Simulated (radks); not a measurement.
Values are calculated unless marked as measured or tabulated.
Species: Te3+. Configuration: [Kr] 4d10 5s2 5p1 (the NIST ground configuration). Code: a radial shooting solver on a logarithmic mesh with Libxc functionals. Model: Dirac Kohn-Sham, LDA (Slater exchange, Perdew-Wang correlation), spin-unpolarised, spherical densities, point nucleus; open shells are shared between the two j in proportion to 2j + 1.

Spin-orbit splittings of the eigenvalues, e(l+1/2) - e(l-1/2), with zeta = 2 splitting/(2l+1) and mean radii in bohr:

| shell | occ. | splitting (eV) | zeta (eV) | <r> j=l-1/2 | <r> j=l+1/2 |
|---|---|---|---|---|---|
| 2p | 6 | 274.1 | 182.7 | 0.1009 | 0.1064 |
| 3p | 6 | 51.08 | 34.05 | 0.3126 | 0.3240 |
| 3d | 10 | 10.69 | 4.277 | 0.2948 | 0.2985 |
| 4p | 6 | 9.823 | 6.548 | 0.8006 | 0.8296 |
| 4d | 10 | 1.493 | 0.5971 | 0.9587 | 0.9705 |
| 5p | 1 | 1.259 | 0.8395 | 2.171 | 2.240 |
